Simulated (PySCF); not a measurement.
# Atomic charges against the basis set

Species: CH5FOSi.
Geometry (PBE0-D3(BJ)/def2-SVP, Å), atoms numbered from 1 in this order:
```
atom  x, y, z in Å
C1    -1.4033   -0.0611   -0.6659
O2    -0.1519    0.5723   -0.6903
Si3    1.2264    0.0074    0.0031
F4     1.7750   -1.2866   -0.8074
H5    -2.1789    0.6773   -0.9175
H6    -1.6383   -0.4798    0.3300
H7    -1.4528   -0.8794   -1.4041
H8     2.2340    1.0866   -0.0956
H9     0.9649   -0.4498    1.3963
```

PBE0 throughout (PySCF), one geometry, spherical d and f functions. One conformer (not necessarily the lowest) at the PBE0-D3(BJ)/def2-SVP geometry, without solvent, vibrations or thermal averaging. Atoms taken as equivalent share a column and are averaged.

Mulliken charges (e):

| basis | functions | C1 | O2 | Si3 | F4 | H5/H6/H7 | H8/H9 |
| --- | --- | --- | --- | --- | --- | --- | --- |
| pcSseg-0 | 50 | -0.294 | -0.865 | +1.244 | -0.505 | +0.227 | -0.130 |
| 6-31G* | 70 | -0.261 | -0.562 | +0.910 | -0.412 | +0.179 | -0.105 |
| cc-pVDZ | 85 | +0.078 | -0.418 | +0.695 | -0.325 | +0.050 | -0.090 |
| def2-SVP | 85 | +0.126 | -0.501 | +0.817 | -0.355 | +0.048 | -0.115 |
| pcSseg-1 | 100 | -0.026 | -0.635 | +1.048 | -0.434 | +0.114 | -0.147 |
| aug-cc-pVDZ | 141 | +0.916 | -0.835 | +0.745 | -0.616 | -0.203 | +0.199 |
| 6-311+G(2d,p) | 146 | -0.273 | -0.633 | +1.094 | -0.489 | +0.149 | -0.073 |
| def2-TZVP | 160 | -0.211 | -0.336 | +0.578 | -0.329 | +0.127 | -0.041 |
| cc-pVTZ | 194 | -0.091 | -0.298 | +0.542 | -0.296 | +0.085 | -0.056 |
| IGLO-III | 199 | -0.258 | -0.465 | +1.199 | -0.489 | +0.127 | -0.184 |

IAO charges (e):

```tsv
basis	functions	C1	O2	Si3	F4	H5/H6/H7	H8/H9
pcSseg-0	50	-0.217	-0.591	+1.116	-0.498	+0.143	-0.120
6-31G*	70	-0.196	-0.625	+1.244	-0.528	+0.138	-0.155
cc-pVDZ	85	-0.194	-0.619	+1.229	-0.528	+0.138	-0.151
def2-SVP	85	-0.186	-0.619	+1.245	-0.527	+0.134	-0.158
pcSseg-1	100	-0.194	-0.630	+1.257	-0.537	+0.139	-0.156
aug-cc-pVDZ	141	-0.203	-0.630	+1.242	-0.541	+0.142	-0.148
6-311+G(2d,p)	146	-0.206	-0.641	+1.273	-0.545	+0.144	-0.157
def2-TZVP	160	-0.202	-0.643	+1.288	-0.546	+0.142	-0.162
cc-pVTZ	194	-0.204	-0.638	+1.274	-0.542	+0.142	-0.159
IGLO-III	199	-0.205	-0.643	+1.284	-0.546	+0.143	-0.160
```

Some averages cover members that differ in this geometry, most widely: H5/H6/H7, Mulliken in aug-cc-pVDZ -0.264 to -0.155; H5/H6/H7, IAO in pcSseg-0 +0.125 to +0.160; H5/H6/H7, Mulliken in IGLO-III +0.105 to +0.139; H5/H6/H7, Mulliken in cc-pVTZ +0.068 to +0.101 e.

Question: Which scheme is steadiest as the basis changes?

Answer: Largest range over the bases for any column: IAO 0.17 e, Mulliken 1.21 e. IAO charges move least and Mulliken charges most, counted in e.

Question: How much do the charges still move between the two largest bases, cc-pVTZ and IGLO-III?

Answer: At most, over all atoms: Mulliken 0.657 e, IAO 0.009 e.

Question: What do the same runs give for the total energy, the frontier levels and the dipole moment?

Answer: 
| basis | energy (Eh) | HOMO (eV) | LUMO (eV) | μ (D) |
| --- | --- | --- | --- | --- |
| pcSseg-0 | -504.5427 | -8.56 | 1.33 | 1.98 |
| 6-31G* | -505.3805 | -8.51 | 1.23 | 1.59 |
| cc-pVDZ | -505.4016 | -8.54 | 1.23 | 1.60 |
| def2-SVP | -505.1468 | -8.61 | 1.34 | 1.62 |
| pcSseg-1 | -505.3774 | -8.72 | 1.03 | 1.72 |
| aug-cc-pVDZ | -505.4262 | -8.70 | -0.04 | 1.60 |
| 6-311+G(2d,p) | -505.4922 | -8.76 | 0.23 | 1.65 |
| def2-TZVP | -505.5201 | -8.73 | 0.68 | 1.58 |
| cc-pVTZ | -505.5072 | -8.68 | 0.87 | 1.54 |
| IGLO-III | -505.5229 | -8.73 | 0.67 | 1.58 |

The dipole is fixed by the density alone, so its range of 0.44 D shows that the density itself changes with the basis, not only its division among atoms.
